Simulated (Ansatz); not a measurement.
The same atomization along the group F, Cl, I.

Calculated with Ansatz (gas phase, PBE0-D4/def2-TZVP geometries, no zero-point term in ΔE). CCSD(T)/CBS adds triple-zeta CCSD(T) − MP2 to the extrapolated MP2 energy (def2 sets, frozen cores). This one scheme is used for every species, atoms too. Functionals use def2-TZVPP. Open shells (•) are unrestricted, without spin–orbit coupling. Spin–orbit coupling would lower the free atoms: a little for C, Cl, F; strongly for I. Elements past krypton have def2 core potentials. Bonds to I are less sure, by a few kJ/mol each and by 10 to 20 or more in all where they break to atoms, as the def2 sets lack core-valence functions.

| reaction | CCSD(T)/CBS(def2) (kJ/mol) |
| --- | --- |
| `FC1C=C1` → 3 C• + F• + 3 H• | 2908 |
| `ClC1C=C1` → 3 C• + Cl• + 3 H• | ? |
| `IC1C=C1` → 3 C• + I• + 3 H• | 2684 |

**Question.** Fill in the missing values. (Estimate.)

**Answer.** Ansatz gave: `ClC1C=C1` → 3 C• + Cl• + 3 H•: +2776.2 kJ/mol.

Largest T1 diagnostic: 0.011, for `FC1C=C1`.

For atomizations the MP2-based limit and the directly extrapolated one differ by several kJ/mol either way, and by 10 to 25 for some Ge, Se and Sn compounds, so smaller differences from it don't rank the levels.
